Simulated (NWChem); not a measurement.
C₃H₈OSi; SMILES C[SiH2]CC=O

```xyz
13

C      0.2065    -2.5156     0.0000
Si    -0.5022    -0.7613     0.0000
C      0.9378     0.4963     0.0000
C      0.4817     1.9345     0.0000
O     -0.6833     2.2845     0.0000
H     -0.6076    -3.2683     0.0000
H      0.8332    -2.6944     0.8975
H      0.8332    -2.6944    -0.8975
H     -1.3457    -0.5497    -1.2266
H     -1.3457    -0.5497     1.2266
H      1.6068     0.3403     0.8778
H      1.6068     0.3403    -0.8778
H      1.3103     2.7086     0.0000
```
Atoms are numbered in this order, from 1.

Computed with NWChem. Pople sets run with spherical d functions. All runs use the structure optimised with PBE-D3(BJ)/def2-SVP. Static field.

For level B3LYP/6-31G*:

| Item | Result |
|---|---|
| isotropic polarisability (bohr³) | 55.9 |

Task: Estimate the same quantities for level B3LYP/def2-SVP.

Result: The isotropic polarisability (bohr³) is 59.2.
